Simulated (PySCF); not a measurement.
Computed properties of Te(Cl)(OSiH3) (ClH₃OSiTe), SMILES Cl[Te]O[SiH3]

Te(Cl)(OSiH3) (ClH₃OSiTe), SMILES [SiH3]O[Te]Cl. Geometry: B3LYP-D3(BJ)/def2-SVP. This is a generated structure with no PubChem entry under its InChIKey; it may be hypothetical. The def2 effective core potentials stand for the cores of Te; spin–orbit coupling is left out. One conformer was computed; it need not be the lowest. All values are computed for the isolated molecule unless a solvent is named; none is compared with measurement here.

**Structure.** All 15 harmonic modes at B3LYP-D3(BJ)/def2-SVP (PySCF) are real, so it is a minimum. With heavy atoms numbered as in [Te:1]([Cl:2])[O:3][SiH3:4], the shortest bond between them is O3–Si4 at 1.686 Å and the longest Te1–Cl2 at 2.394 Å.

**Vibrations.** The strongest infrared lines (harmonic, unscaled, degenerate partners summed) lie at 892 cm⁻¹ (438 km/mol, O 72 %, Si 26 %), 987 cm⁻¹ (197 km/mol, H 92 %), 2249 cm⁻¹ (125 km/mol, H 96 %). The softest mode is at 30 cm⁻¹ and the zero-point energy is 18.9 kcal/mol.

**Electronic structure.** r2SCAN/def2-TZVP (PySCF) places the frontier levels at -5.63 and -3.39 eV, a gap of 2.24 eV, and gives a dipole moment of 1.71 D and a mean polarisability of 76.9 bohr³. PBE/def2-TZVP (PySCF) at the same geometry gives -5.37 and -3.47 eV, so its gap is 0.34 eV narrower. An orbital gap is neither the optical nor the fundamental gap.

**Excitations.** TDDFT-B3LYP/def2-SVPD (PySCF) has S1 at 2.19 eV (566 nm, f = 0.001, dark); the most intense of the 10 singlets computed lies at 5.69 eV (f = 0.05). T1 (TDA) is at 1.55 eV. TDDFT-PBE/def2-SVPD (PySCF) puts S1 at 2.10 eV.
